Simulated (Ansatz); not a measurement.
All numbers were calculated with Ansatz.

A structure relaxed at PBE0-D4/def2-TZVP, charge 0, multiplicity 1:

```tsv
atom	x (Å)	y (Å)	z (Å)
C1	-0.925	-0.543	1.191
Se2	-1.279	0.480	-0.441
Si3	0.864	0.544	-1.176
H4	-0.516	-1.520	0.943
H5	-1.885	-0.666	1.691
H6	-0.245	0.005	1.840
H7	0.846	1.297	-2.455
H8	1.394	-0.827	-1.399
H9	1.747	1.228	-0.194
```

(1) Give its formula and SMILES.

(2) Point group (tolerance 0.08 Å, 0.16 Å for H)?

(3) Summarise the bond lengths by kind.

Results:

(1) CH6SeSi, `C[Se][SiH3]`.

(2) Cs.

(3) 1 × C–Se 1.958 Å; 3 × C–H 1.088 to 1.089 Å; 1 × Se–Si 2.266 Å; 3 × H–Si 1.484 to 1.487 Å.
